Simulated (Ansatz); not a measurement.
Results of the Gaussian-basis code of Ansatz.

A structure relaxed at PBE0-D4/def2-TZVP, charge 0, multiplicity 1:

```xyz
11

C     0.504   -0.182   -1.645
C     0.616   -0.557   -0.176
In   -0.753    0.525    1.078
O    -1.097    0.493    3.026
Cl   -2.193    2.088    0.110
H    -0.494   -0.379   -2.042
H     0.710    0.877   -1.813
H     1.217   -0.756   -2.245
H     0.413   -1.618   -0.011
H     1.616   -0.362    0.218
H    -0.540   -0.130    3.499
```

**Question.** Give its formula and SMILES.

**Answer.** C2H6ClInO, `C[CH2][In]([OH])[Cl]`.

**Question.** Point group (tolerance 0.08 Å, 0.16 Å for H)?

**Answer.** Cs.

**Question.** Summarise the bond lengths by kind.

**Answer.** 1 × C–C 1.520 Å; 5 × C–H 1.092 to 1.095 Å; 1 × C–In 2.149 Å; 1 × In–O 1.979 Å; 1 × Cl–In 2.335 Å; 1 × H–O 0.960 Å.
